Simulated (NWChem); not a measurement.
System: SiHI₂F; SMILES [SiH](I)(I)F

NWChem input:

```
start job
memory heap 200 mb stack 900 mb global 1100 mb
geometry units angstroms noautoz
  Si     0.945883     0.453676     0.000000
  F      2.279035    -0.486404     0.000000
  I     -0.337079    -0.024445     2.023994
  I     -0.337079    -0.024445    -2.023994
  H      1.378088     1.883072     0.000000
end
basis spherical
  * library def2-svp
end
ecp
  I library def2-ecp
end
dft
  xc xcamb88 1.00 lyp 0.81 vwn_5 0.19 hfexch 1.00
  cam 0.33 cam_alpha 0.19 cam_beta 0.46
  iterations 150
  mulliken
end
task dft energy
```

All runs use the structure optimised with PBE-D3(BJ)/def2-SVP. def2 effective core potentials on I; no spin-orbit coupling.

Question: What results follow from this input? (CAM-B3LYP/def2-SVP with def2 effective core potentials on I.) Quantities: energy (Ha); highest occupied level (eV); orbital gap (eV); dipole (D).

Answer: 
```
Quantity                       Value
---------------------------  -------
energy (Ha)                  -985.28
highest occupied level (eV)    -9.05
orbital gap (eV)                8.53
dipole (D)                      1.14
```
